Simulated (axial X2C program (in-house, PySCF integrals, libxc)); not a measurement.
**Worked dissociation energy of SbSe⁺: MP2, scalar-relativistic**

Computed with an in-house all-electron X2C program for linear molecules (integrals from PySCF). Spin-free means the one-electron spin-free X2C Hamiltonian. Basis: Sb dyall-v3z [11s12p8d1f], Se dyall-v3z [8s9p6d1f] (cores contracted in-house); Gaussian nuclei, density fitting, unrestricted open shells. Masses: Sb 120.904 u, Se 79.917 u.

Molecular state: M_S = 0, Λ = 0 (closed shell).

Correlated methods: 20 electrons correlated (number of frozen shells: Sb 4 s, 3 p, 1 d; Se 3 s, 2 p, 1 d), 186 virtual spin orbitals or spinors in MP2.

```
E(Sb+) (2M_S = 2, M_L = 1) : -6477.893240 hartree
E(Se) (2M_S = 2, M_L = 1)  : -2428.248889 hartree
E(SbSe⁺) at Re             : -8906.318819 hartree
ωe                         : 346.5 cm⁻¹
ωexe                       : 0.744 cm⁻¹
```

Q: Work out De and D0.

A: De = -6477.893240 + (-2428.248889) − (-8906.318819) = 0.17669 hartree = 4.808 eV. The zero-point energy is ωe/2 − ωexe/4 = 173 cm⁻¹ = 0.021 eV, so D0 = 4.787 eV.

The state is a single determinant with fixed occupations, the lowest that a limited PBE0 search found. The closed shell is kept restricted, so the energy runs too high when the bond is stretched far. De is counted from the lowest determinant-based energies of the atoms at the same level, without counterpoise correction. Spin-free De lacks the spin–orbit lowering of the heavy p-block atom, a tenth of an eV or more for 4p and 5p, up to an eV for 6p and one to two eV for 7p atoms, less what an open-shell molecule gains itself.

Each atomic determinant is the lowest at this level and need not be a pure term. Totals compare only within one Hamiltonian and basis.
